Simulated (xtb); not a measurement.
C2H7NSi2, SMILES [SiH3][C@H]1N=C[SiH2]1. All values are semi-empirical tight-binding results from xtb (GFN2-xTB unless named), good for trends rather than for accurate numbers. Coordinates come from a GFN2-xTB optimisation. The structure was generated by enumeration; whether it is a known compound was not checked.

Optimised geometry:

```xyz
12

Si     1.7620     0.7319     0.3335
C      0.3613    -0.5461     0.1829
N     -0.6364    -0.3199     1.2364
C     -1.7087    -0.1013     0.5776
Si    -1.0165    -0.3614    -1.1728
H      1.2034     2.0750     0.1595
H      2.4140     0.6254     1.6364
H      2.7200     0.4537    -0.7423
H      0.7842    -1.5474     0.3000
H     -2.6348     0.1356     1.0841
H     -1.4320    -1.5948    -1.8377
H     -0.9520     0.7904    -2.0675
```

```yaml
orbital_gap: 2.65 eV
dipole_moment: 2.57 D
zero_point_energy: 47.6 kcal/mol
G − E(el) at 298.15 K (modified RRHO): 28.0 kcal/mol
static polarisability (D4 model): 84.9 bohr³
solvation energy, GFN2-xTB/ALPB(water): -1.2 kcal/mol
solvation energy, GFN2-xTB/ALPB(acetonitrile): -3.1 kcal/mol
```

Computed atomic charges and the Wiberg bond orders between heavy atoms:
charges (e) Si1 0.45, C2 -0.15, N3 -0.26, C4 -0.04, Si5 0.45, H6 -0.11, H7 -0.09, H8 -0.11, H9 0.01, H10 0.02, H11 -0.08, H12 -0.09. Bond orders Si1–C2 0.87, C2–N3 1.05, N3–C4 1.92, C2–Si5 0.87, C4–Si5 0.89.
